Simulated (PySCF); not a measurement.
## Spin-rotation constants: SMILES COCC(=O)CC(=O)[SiH3], C₅H₁₀O₃Si

Geometry (Å), atoms numbered from 1 in this order:
```xyz
19

C    -2.363   -1.038   -1.094
O    -2.683   -0.300    0.066
C    -1.664    0.550    0.507
C    -0.422   -0.141    1.038
O    -0.290   -1.332    1.149
C     0.715    0.824    1.317
C     1.458    0.883   -0.014
O     1.062    1.599   -0.904
Si    2.958   -0.304   -0.207
H    -1.603   -1.797   -0.893
H    -2.010   -0.376   -1.894
H    -3.286   -1.524   -1.404
H    -1.337    1.236   -0.295
H    -2.102    1.149    1.313
H     1.363    0.425    2.094
H     0.330    1.809    1.576
H     3.361   -0.275   -1.608
H     3.990    0.238    0.679
H     2.513   -1.616    0.246
```

Theory: GIAO B3LYP/pcSseg-1 magnetisability, rotational g tensor and spin-rotation constants, non-relativistic, gas phase in PySCF 2.14.0. Geometry: GFN2-xTB.

(1) Give the nuclear spin-rotation constants along the inertial axes (H = +C I·J) beside the isotropic shieldings.

## Answers

(1) Rotational constants 2.3466, 0.7480, 0.7276 GHz. A star marks the isotopologue with that one atom substituted, in its own axes.
```
atom  isotope  Caa (kHz)  Cbb (kHz)  Ccc (kHz)  mean (kHz)  σ (ppm)
 H10       1H     -0.084     -0.009     -0.071      -0.055     27.8
 H11       1H     -0.181     -0.009     -0.060      -0.083     29.1
 H12       1H      0.086     -0.077     -0.064      -0.018     28.1
 H13       1H     -0.192      0.013     -0.060      -0.080     27.2
 H14       1H     -0.187     -0.075      0.020      -0.081     27.5
 H15       1H     -0.151     -0.021     -0.049      -0.074     27.7
 H16       1H     -0.255     -0.019     -0.029      -0.101     28.4
 H17       1H     -0.190     -0.064      0.006      -0.083     28.2
 H18       1H     -0.023     -0.077     -0.030      -0.043     27.8
 H19       1H     -0.162      0.018     -0.070      -0.071     27.2
  C1     13C*      0.594      0.181      0.101       0.292    121.8
  O2     17O*     -0.107     -0.048     -0.069      -0.074    313.6
  C3     13C*      0.501      0.210      0.170       0.293    101.9
  C4     13C*      1.256      0.323      0.237       0.606    -22.2
  O5     17O*     -1.376     -0.736     -0.175      -0.762   -338.2
  C6     13C*      0.493      0.205      0.144       0.281    112.3
  C7     13C*      0.972      0.410      0.363       0.582    -59.0
  O8     17O*     -0.994     -0.895     -0.440      -0.776   -507.0
 Si9    29Si*     -1.329     -0.406     -0.378      -0.705    422.0
```
For the geometry as given, no vibrational averaging.
